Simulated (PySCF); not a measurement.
Species: (MeSi)4NH6 adamantane, C₄H₁₈N₆Si₄.
Structure used (PBE0-D3(BJ)/def2-SVP), in Å, numbered top down from 1:
```xyz
32
C4H18N6Si4 angstrom
Si     1.1311   -0.2018   -1.4213
C      2.2408   -0.4581   -2.8938
N      1.3544    1.3452   -0.6372
Si     0.3288    1.6371    0.7570
C      0.6590    3.2839    1.5590
N     -1.3153    1.5105    0.1651
Si    -1.6949   -0.0398   -0.5748
C     -3.4777   -0.1278   -1.1061
N     -0.5678   -0.2296   -1.9017
N     -1.3232   -1.3215    0.5877
Si     0.3256   -1.2972    1.1930
C      0.6233   -2.6473    2.4407
N      1.4011   -1.4241   -0.1882
N      0.6182    0.3024    1.8593
H      3.2966   -0.3992   -2.5901
H      2.0713   -1.4437   -3.3561
H      2.0520    0.3072   -3.6622
H      1.3053    2.1028   -1.3189
H      0.4318    4.1095    0.8672
H      0.0355    3.4070    2.4582
H      1.7146    3.3677    1.8592
H     -2.0342    1.8444    0.8040
H     -3.7018   -1.1048   -1.5609
H     -3.6948    0.6608   -1.8420
H     -4.1574    0.0061   -0.2495
H     -0.8222   -1.0110   -2.5047
H     -2.0261   -1.4435    1.3157
H      1.6765   -2.6601    2.7611
H     -0.0038   -2.4978    3.3334
H      0.3815   -3.6334    2.0147
H      1.5110   -2.3642   -0.5635
H      1.5162    0.3722    2.3372
```

The closed-shell ground state was solved at several levels (PySCF, density fitting, gas phase, non-relativistic).

```tsv
level	basis functions	HOMO (eV)	LUMO (eV)	gap (eV)	dipole (D)
PBE0/pcSseg-1	356	-6.53	0.79	7.32	1.15
PBE0/def2-SVPD	440	-6.60	0.13	6.73	1.02
```

(1) What might wB97X-D/pcSseg-1 (356 basis functions) give for the same quantities?

(2) Over all these levels, which gives the widest orbital gap and which the narrowest?

(3) How far do the dipole and the HOMO energy spread over the levels?

Results:

(1) HOMO -8.43 eV, LUMO 2.59 eV, gap 11.02 eV, dipole 1.18 D.

(2) wB97X-D/pcSseg-1 (range-separated hybrid) has the widest, 11.02 eV, and PBE0/def2-SVPD (global hybrid, 25 % exact exchange) the narrowest, 6.73 eV. Functional and basis both differ between the two, so the spread mixes both effects.

(3) The dipole runs from 1.02 to 1.18 D (mean 1.12 D) and the HOMO from -8.43 to -6.53 eV.

One conformer stands for the species.
